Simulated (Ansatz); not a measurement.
Isolated molecules relaxed with PBE0-D4/def2-TZVP in Ansatz; ΔE leaves out vibrations. CBS: MP2 limit from def2 TZ/QZ plus the TZ coupled-cluster correction, frozen cores. For Ge outer-core shells are correlated without core-valence functions, which leaves a few kJ/mol of doubt a bond. Scalar relativity is left out up to krypton. Each species was taken in one conformer, which may not be the lowest.

Reaction (ligand exchange at the Si–S bond): `Cl[SiH2][S][GeH3]` + `C=CNC` → `C=CN(C)[SiH2]Cl` + `[SH][GeH3]`

`Cl[SiH2][S][GeH3]`:

Cartesian coordinates in Å:
```
Cl 2.637 -1.466 1.710
Si 1.239 -0.218 0.883
S 0.383 -1.204 -0.786
Ge -1.327 0.215 -1.007
H 1.926 1.031 0.485
H 0.209 0.078 1.908
H -1.725 0.173 -2.485
H -2.485 -0.231 -0.104
H -0.855 1.622 -0.605
```

`C=CNC`:

```xyz
11

C     1.932   -0.451   -0.210
C     0.803    0.182    0.112
N    -0.416    0.069   -0.516
C    -1.622    0.289    0.243
H     1.973   -1.186   -1.007
H     2.852   -0.221    0.309
H     0.801    0.907    0.922
H    -0.471   -0.689   -1.178
H    -1.835   -0.502    0.977
H    -1.543    1.235    0.783
H    -2.474    0.368   -0.435
```

`C=CN(C)[SiH2]Cl`:

```xyz
14

C     1.017    0.805    1.765
C     0.244    0.960    0.690
N    -0.256   -0.046   -0.122
C     0.103   -1.407    0.211
Si   -1.012    0.308   -1.620
Cl    0.296    0.298   -3.215
H     1.362   -0.161    2.111
H     1.321    1.675    2.329
H    -0.063    1.957    0.389
H    -0.382   -2.099   -0.480
H     1.186   -1.562    0.152
H    -0.224   -1.650    1.227
H    -2.008   -0.746   -1.906
H    -1.584    1.668   -1.532
```

`[SH][GeH3]`:

Z-matrix (Å, degrees):
```
Ge
S 1 2.224
H 1 1.536 2 110.4
H 1 1.533 2 104.8 3 119.2
H 1 1.536 2 110.4 3 -121.7
H 2 1.343 1 94.6 3 60.6
```

| species | CCSD(T)/CBS(def2) energy (Eh) |
| --- | --- |
| `Cl[SiH2][S][GeH3]` | -3225.84041 |
| `C=CNC` | -173.03872 |
| `C=CN(C)[SiH2]Cl` | -922.58153 |
| `[SH][GeH3]` | -2476.30083 |

Q: Work out ΔE.

A: ΔE = (-922.58153) + (-2476.30083) − (-3225.84041) − (-173.03872) = -0.00323 Eh = -8.5 kJ/mol.

Largest T1 diagnostic among the species: 0.011.

From BLYP to BHLYP (50 % exact exchange), in def2-TZVPP and without D4, ΔE moves by −4.9 kJ/mol. Leaving LDA and LC-ωPBE aside and taking each functional with its dispersion term where it has one, the values, not all of them listed here, spread over 14.3 kJ/mol, from CAM-B3LYP-D4 to PBE-D4. LDA lies −10.7 kJ/mol from PBE without D4.
